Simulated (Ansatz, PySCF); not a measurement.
Dimer: BFH2O2 (SMILES OB(O)F) (first 6 atoms) with HF (SMILES F); geometry from B3LYP-D3(BJ)/def2-TZVP.
(charge 0, multiplicity 1):
| atom | x (Å) | y (Å) | z (Å) |
|---|---|---|---|
| O | 1.1091 | 0.8348 | 0.2336 |
| B | 0.0276 | 0.0340 | 0.1597 |
| O | -0.4567 | -0.5168 | 1.3137 |
| F | -0.5826 | -0.2359 | -1.0041 |
| H | 1.3992 | 1.1900 | -0.6120 |
| H | -1.2297 | -1.0779 | 1.1930 |
| F | 0.2876 | -0.3480 | 3.8796 |
| H | 0.0913 | -0.3569 | 2.9618 |

Basis-set superposition error: the interaction energy with monomers in their own basis, and in the dimer's basis (counterpoise).

Run with Ansatz (a quantum-chemistry and plane-wave program); PySCF for 6-31G* rows, M06-2X. Each number belongs to the level named beside it.

| level | uncorrected (kcal/mol) | counterpoise (kcal/mol) | difference |
|---|---|---|---|
| HF/aug-cc-pVQZ | -6.22 | -6.15 | 0.07 |
| SVWN5/def2-TZVPPD | -11.01 | -10.91 | 0.10 |
| B3LYP/6-31G* | -8.40 | -6.94 | 1.46 |
| M06-2X/def2-TZVPPD | -7.56 | -7.49 | 0.08 |
| CAM-B3LYP/def2-TZVPPD | -7.99 | -7.92 | 0.07 |
| wB97X-V/def2-TZVPPD | -7.55 | -7.49 | 0.06 |
| wB97M-V/def2-TZVPPD | -7.50 | -7.44 | 0.06 |
| SCS-MP2/aug-cc-pVQZ | -7.14 | -6.65 | 0.49 |
| CCSD/aug-cc-pVDZ | -7.51 | -6.21 | 1.30 |
| CCSD(T)/aug-cc-pVDZ | -7.85 | -6.39 | 1.46 |

The error is largest for B3LYP/6-31G* (1.46 kcal/mol) and smallest for wB97M-V/def2-TZVPPD (0.06 kcal/mol).
